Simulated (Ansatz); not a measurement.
`C[Se][Ti]([Cl])([Cl])[Cl]` + HI → `[Cl][Ti]([Cl])([Cl])[I]` + `C[SeH]` at 400 K and 1 bar (ligand exchange at a Ti–Se bond).

Computed with Ansatz on PBE0-D4/def2-TZVP structures; ΔE is electronic, products minus reactants. CCSD(T)/CBS is the MP2 limit (def2-TZVPP, def2-QZVPP) plus CCSD(T) − MP2 in def2-TZVPP, frozen cores. def2 core potentials past Kr. For I, Se, Ti outer-core shells are correlated without core-valence functions, which leaves a few kJ/mol of doubt a bond. Scalar relativity is left out up to krypton. Each species was taken in one conformer, which may not be the lowest.

```
                    species  CCSD(T)/CBS energy (Eh)  H − E (kJ/mol)  S (J/(mol·K))
`C[Se][Ti]([Cl])([Cl])[Cl]`              -4669.05809           154.6          485.7
                         HI               -298.03592            25.7          215.0
  `[Cl][Ti]([Cl])([Cl])[I]`              -2525.94918            46.2          413.7
                   `C[SeH]`              -2441.15625           135.4          284.5
```

H − E and S are ideal-gas, rigid-rotor, harmonic terms from PBE0-D4/def2-TZVP, for one conformer and one mirror image of each species. 1 Eh = 2625.50 kJ/mol, R = 8.31446 J/(mol·K).

Problem. By hand: ΔE, ΔH, ΔS and ΔG.

Solution. ΔE = (-2525.94918) + (-2441.15625) − (-4669.05809) − (-298.03592) = -0.01142 Eh = -30.0 kJ/mol. Δ(H − E) = 46.2 + 135.4 − 154.6 − 25.7 = 1.3, so ΔH = -28.7 kJ/mol. ΔS = 413.7 + 284.5 − 485.7 − 215.0 = -2.5 J/(mol·K). ΔG = -28.7 − 400 × (-2.5)/1000 = -27.7 kJ/mol.

Problem. By hand: the equilibrium constant, and the temperature at which ΔG would vanish if ΔH and ΔS stayed fixed.

Solution. log₁₀ K = −ΔG/(RT ln 10) = 3.6. ΔG = 0 at ΔH/ΔS = 11480 K, far beyond where these terms or the molecules hold.

The number of gas molecules stays the same, so ΔS is small and ΔH decides. A doubt of 5 kJ/mol in ΔE shifts log₁₀ K by 0.7 here. Other conformers and mirror images would add mixing entropy, several J/(mol·K) or more a flexible species. Modes under 60 cm⁻¹, often nearly free rotors, make the harmonic entropy too high. These are equilibria of isolated gas molecules and say nothing of rates. Largest T1 diagnostic: 0.025 (customary marks: 0.02 for closed shells, 0.045 for open ones).
